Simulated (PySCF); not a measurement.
**CsO: frontier orbitals**

CAM-B3LYP at R = 2.531 Å; PySCF, scalar-relativistic core potentials, basis sets Cs def2-TZVP with ECP46, O def2-TZVP. State: ²Π (doublet), unpaired electrons π ↑. Only the outer orbitals are listed, counted within each symmetry, core potentials removing the inner ones.

| spin | orbital | occ. | ε (eV) | on Cs (%) | main shells (%) |
| --- | --- | --- | --- | --- | --- |
| α | 2σ | 1 | -30.45 | 99 | 99 Cs s |
| α | 3σ | 1 | -23.38 | 3 | 97 O s |
| α | 1π | 1 | -15.83 | 100 | 100 Cs p |
| α | 1π | 1 | -15.78 | 100 | 100 Cs p |
| α | 4σ | 1 | -15.37 | 95 | 95 Cs p |
| α | 2π | 1 | -8.60 | 3 | 97 O p |
| α | 2π | 1 | -6.80 | 5 | 95 O p |
| α | 5σ | 1 | -6.66 | 8 | 92 O p |
| α | 6σ | 0 | -0.59 | 100 | 84 Cs s, 16 Cs p |
| α | 3π | 0 | 0.32 | 100 | 80 Cs p, 20 Cs d |
| α | 3π | 0 | 0.32 | 100 | 80 Cs p, 20 Cs d |
| β | 2σ | 1 | -30.44 | 100 | 100 Cs s |
| β | 3σ | 1 | -21.33 | 5 | 95 O s |
| β | 1π | 1 | -15.81 | 100 | 100 Cs p |
| β | 1π | 1 | -15.79 | 100 | 100 Cs p |
| β | 4σ | 1 | -15.29 | 94 | 93 Cs p |
| β | 2π | 1 | -6.06 | 6 | 94 O p |
| β | 5σ | 1 | -5.95 | 9 | 91 O p |
| β | 6σ | 0 | -0.58 | 100 | 84 Cs s, 15 Cs p |
| β | 2π | 0 | 0.32 | 99 | 86 Cs p, 12 Cs d |
| β | 3π | 0 | 0.33 | 100 | 80 Cs p, 20 Cs d |

Task: Which are the highest filled and the lowest empty level, where do they sit, and how wide is the gap?

Result: Highest filled β 5σ at -5.95 eV (in %: 91 O p); lowest empty α 6σ at -0.59 eV (in %: 84 Cs s, 16 Cs p); the gap at CAM-B3LYP is 5.36 eV.

```
bond order (Mayer)                              : 0.40
⟨S²⟩                                            : 0.754
charge on Cs (Mulliken, basis-dependent)        : 0.74
charge on Cs (Löwdin, basis-dependent)          : 0.66
dipole moment (positive dipole means Cs(−)O(+)) : -8.59 D
polarisability along the bond                   : 47.6 bohr³
polarisability across the bond                  : 22.0 bohr³
```

Spin–orbit coupling is left out. The state was picked by a PBE0 search and need not be the measured ground state.
